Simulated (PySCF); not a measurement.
Compound: C7H12O.
Structure used (PBE0-D3(BJ)/def2-SVP), in Å, numbered top down from 1:
```
atom  x, y, z in Å
C1     2.454    0.199   -0.077
C2     1.335    1.240   -0.271
C3     0.315    0.157    0.141
C4    -1.024    0.097   -0.549
C5    -2.039   -0.933   -0.026
O6    -2.959    0.086    0.353
C7    -2.088    1.114   -0.107
C8     1.386   -0.905   -0.187
H9     3.282    0.191   -0.802
H10    2.882    0.249    0.936
H11    1.214    1.507   -1.334
H12    1.374    2.169    0.317
H13    0.157    0.195    1.234
H14   -0.880    0.057   -1.641
H15   -1.691   -1.531    0.837
H16   -2.460   -1.621   -0.780
H17   -2.541    1.720   -0.912
H18   -1.772    1.795    0.705
H19    1.280   -1.260   -1.226
H20    1.468   -1.783    0.472
```

Linear response at PBE0/def2-SVPD (PySCF, frozen core in the response, non-relativistic).

Static isotropic polarisability: 82.75 au (12.26 Å³), principal values 71.7, 83.9, 92.7 au.

**Question.** What is the polarisability at 1064 nm and at the sodium D line?

**Answer.** 83.30 au at 1064 nm (+0.7 %), 84.57 au at 589.3 nm (+2.2 %). The rise at 589.3 nm is 3.34 times that at 1064 nm; a pure ω² law gives 3.26. The lowest singlet lies at 182 nm, shorter than both wavelengths.

**Question.** What is the isotropic C6 coefficient between two such molecules, C6 = (3/π)∫α(iω)² dω?

**Answer.** 3102 au (Eh·bohr⁶) by a ten-point quadrature over imaginary frequencies, which is 1850 eV·Å⁶ or 179 J·nm⁶/mol.

**Question.** Which effective excitation energy ω̄ makes London's formula C6 = (3/4)α²ω̄ exact here?

**Answer.** ω̄ = 4·C6/(3α²) = 0.604 Eh = 16.4 eV. A one-pole form α(ω) = α/(1 − ω²/ω̄²) fitted to the 1064 nm value gives 14.4 eV.

**Question.** What molar refraction at the D line follows from R = (4π/3)·N_A·α′, with α′ the polarisability volume?

**Answer.** α′ = 12.53 Å³ gives R = 31.61 cm³/mol, for isolated, non-vibrating species.

**Question.** How many electrons N does the Slater–Kirkwood formula C6 = (3/4)·√N·α^(3/2) need to give this C6?

**Answer.** N = (4·C6/3)²/α³ = 30.2; the species has 62 electrons in all.

**Question.** What three-body coefficient follows from the one-pole estimate C9 = (3/4)·α·C6?

**Answer.** 193000 au. This is an estimate from the two numbers above, not a computed integral.

**Question.** What n − 1 at the D line would an ideal gas of it have at 273.15 K and 1 atm (2.6868 × 10¹⁹ cm⁻³), by n − 1 = 2π·N·α′?

**Answer.** 21.16 × 10⁻⁴, a formal value whether or not that pressure can be reached.

Hardware: an Arm Neoverse V1 with one thread, no GPU (shared host). Cost: 75 s (grids of density and orbitals included), 1.0 GiB resident at most. This is the whole response run at PBE0/def2-SVPD, SCF included.

One conformer stands for the species.
